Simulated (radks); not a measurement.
Q: Species: Tl70+. Configuration: [Ne] 3s1. All-electron calculation, scalar-relativistic Kohn-Sham, exchange-only LDA, spin-polarised, spherical densities, point nucleus; open shells are filled with parallel spins first (spin-orbit coupling, left out, can overturn this in heavy ions). Program: a radial shooting solver on a logarithmic mesh with Libxc functionals. Some entries of the table are withheld. Estimate them.

orbital,occ.,eigenvalue (eV),<r^2> (bohr^2)
1s up,1,-92077.69,0.0003683
1s down,1,-92071.73,0.0003683
2s up,1,-21386.59,0.005444
2s down,1,-21380.51,0.005440
2p up,3,-19305.15,(1)
2p down,3,-19299.59,(2)
3s up,1,-8845.854,0.03015
3s down,0,-8806.833,0.03012

A: 
(1) 2p up <r^2> (bohr^2): 0.004574
(2) 2p down <r^2> (bohr^2): 0.004570
